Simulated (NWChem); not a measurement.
System: GeNH3, singlet; SMILES [NH2][GeH]

All runs: NWChem. Low-valent species are run as closed-shell singlets; no triplet was tried in these runs. Structure relaxed at the PBE0/def2-SVP level. B3LYP is NWChem's, with the RPA form of VWN correlation. Vertical excitations in the gas phase; the lowest state need not have the same character in each row.

| level | lowest excitation, singlet (eV) | oscillator strength of that lowest state | lowest state with f > 0.02, singlet (eV) | oscillator strength of that bright state | orbital gap (eV) |
|---|---|---|---|---|---|
| PBE/def2-SVP, full TDDFT | 3.61 | 0.023 | 3.61 | 0.023 | 3.08 |
| B3LYP/def2-SVP, full TDDFT | 3.68 | 0.026 | 3.68 | 0.026 | 4.58 |
| LRC-wPBEh/def2-SVP, full TDDFT | 3.66 | 0.029 | 3.66 | 0.029 | … |
| LDA (Slater exchange, VWN5)/def2-SVP, full TDDFT | 3.52 | 0.020 | 5.62 | 0.021 | 2.97 |

Question: Some entries are withheld; supply them.

Answer: 
- LRC-wPBEh/def2-SVP, full TDDFT, orbital gap (eV): 8.49
